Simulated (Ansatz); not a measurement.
Computed with Ansatz on PBE0-D4/def2-TZVP structures; ΔE is electronic, products minus reactants. CCSD(T)/CBS adds triple-zeta CCSD(T) − MP2 to the extrapolated MP2 energy (def2 sets, frozen cores). This one scheme is used for every species. DFT in def2-TZVPP. def2 core potentials past Kr. For Sn outer-core shells are correlated without core-valence functions, which leaves a few kJ/mol of doubt a bond. Each species was taken in one conformer, which may not be the lowest.

Consider the ligand exchange at the Sn–S bond: `[CH3][Sn]([SH])([Cl])[Cl]` + HCl → `[CH3][Sn]([Cl])([Cl])[Cl]` + H₂S.

**Question.** Is it downhill or uphill in electronic energy at CCSD(T)/CBS, and by how much? (Estimate.)

**Answer.** Ansatz gave: Downhill: ΔE = -0.25 eV.

**Question.** What do these levels give: revPBE, HF/def2-SVP, MP2/def2-TZVPP, CCSD(T)/def2-TZVPP, SCS-MP2/def2-QZVPP, CCSD/CBS(def2)? (An estimate is asked.)

**Answer.** Computed: revPBE -0.25, HF/def2-SVP -0.39, MP2/def2-TZVPP -0.22, CCSD(T)/def2-TZVPP -0.24, SCS-MP2/def2-QZVPP -0.27, CCSD/CBS(def2) -0.27 eV.

Largest T1 diagnostic among the species: 0.011.

In def2-TZVPP, CCSD(T) changes the Hartree–Fock value by +0.14 eV (the triples alone add +0.02 eV) and MP2 by +0.16 eV. Leaving LDA and LC-ωPBE aside and taking each functional with its dispersion term where it has one, the values, not all of them listed here, spread over 0.09 eV, from B97M-V to PBE-D4. LDA lies +0.04 eV from PBE without D4.
